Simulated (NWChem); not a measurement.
A series in which one site is exchanged, each optimised at PBE0/def2-SVP with NWChem, gas phase unless a solvent is named. This build's default masses of Se (78.918 u) and Br (79.917 u) are each other's, which moves their modes by up to 0.6 %. Shieldings are non-relativistic GIAO values without spin-orbit effects.

A: [F][GeH3] (GeH$_{3}$F; site = H)
B: [F][GeH2][Cl] (GeH$_{2}$ClF; site = Cl)
C: [F][GeH2][Br] (GeH₂BrF; site = Br)
D: [F][GeH2][F] (GeH$_{2}$F$_{2}$; site = F)

Values for A:

| Quantity | Result |
|---|---|
| highest harmonic frequency (cm⁻¹), PBE0/def2-SVP | 2189 |
| vertical ionisation energy, ΔSCF, CAM-B3LYP/def2-SVP (eV) | 12.34 |
| Ge absolute shielding, PBE0/pcSseg-1 (ppm) | 1357.6 |

Problem. How do these values change for the other members?

Solution. 
```csv
change from A,B,C,D
"highest harmonic frequency (cm⁻¹), PBE0/def2-SVP",+31,+28,+42
"vertical ionisation energy, ΔSCF, CAM-B3LYP/def2-SVP (eV)",-0.62,-1.22,+0.39
"Ge absolute shielding, PBE0/pcSseg-1 (ppm)",-79.8,-90.8,-46.4
```
